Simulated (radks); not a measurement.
All-electron atom: a nucleus of charge 72.8 with 72 electrons in [Xe] 4f14 5d2 6s2. Calculated with a radial shooting solver on a logarithmic mesh with Libxc functionals: Dirac Kohn-Sham, LDA (Slater exchange, Perdew-Wang correlation), spin-unpolarised, spherical densities, point nucleus; open shells fill j = l - 1/2 first.

Spin-orbit splittings of the eigenvalues, e(l+1/2) - e(l-1/2), with zeta = 2 splitting/(2l+1) and mean radii in bohr:

| shell | occ. | splitting (eV) | zeta (eV) | <r> j=l-1/2 | <r> j=l+1/2 |
|---|---|---|---|---|---|
| 2p | 6 | 1253 | 835.3 | 0.06514 | 0.07296 |
| 3p | 6 | 269.4 | 179.6 | 0.1951 | 0.2097 |
| 3d | 10 | 58.75 | 23.50 | 0.1837 | 0.1881 |
| 4p | 6 | 62.19 | 41.46 | 0.4666 | 0.4999 |
| 4d | 10 | 11.42 | 4.567 | 0.5191 | 0.5307 |
| 4f | 14 | 1.937 | 0.5536 | 0.6402 | 0.6513 |
| 5p | 6 | 8.690 | 5.793 | 1.225 | 1.332 |
| 5d | 2 | 0.6478 | 0.2591 | 2.048 | 2.122 |
